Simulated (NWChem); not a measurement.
System: C$_{4}$H$_{9}$Si, doublet; SMILES C=C[Si](C)C

```xyz
14

C      0.0284    -2.3513     0.1739
C      0.7398    -1.2352    -0.0775
Si     0.0335     0.4433    -0.4587
C      1.1223     1.8380     0.2337
C     -1.7762     0.6162     0.0920
H     -1.0590    -2.3459     0.2270
H      0.5010    -3.3184     0.3401
H      1.8270    -1.3382    -0.1262
H      0.7887     2.8159    -0.1307
H      1.0886     1.8596     1.3315
H      2.1676     1.7088    -0.0682
H     -1.8678     0.5344     1.1835
H     -2.4090    -0.1562    -0.3582
H     -2.1797     1.5899    -0.2073
```
Atoms are numbered in this order, from 1.

All runs: NWChem. Spin-unrestricted. All runs use the structure optimised with B3LYP/6-31G* (spherical d), spin-unrestricted. No stability test was run on the SCF state. Fermi-contact couplings, non-relativistic, static geometry.

What does the run give for CAM-B3LYP/pcJ-1? Quantities: A(iso) 29Si atom 3 (MHz); A(iso) 13C atom 4 (MHz); A(iso) 13C atom 5 (MHz); A(iso) 1H atom 6 (MHz); A(iso) 1H atom 10 (MHz); A(iso) 1H atom 12 (MHz); <S²>.


```yaml
A(iso) 29Si atom 3 (MHz): -444
A(iso) 13C atom 4 (MHz): 26.7
A(iso) 13C atom 5 (MHz): 29.2
A(iso) 1H atom 6 (MHz): -12.1
A(iso) 1H atom 10 (MHz): 57.1
A(iso) 1H atom 12 (MHz): 51.3
"<S²>": 0.761
```
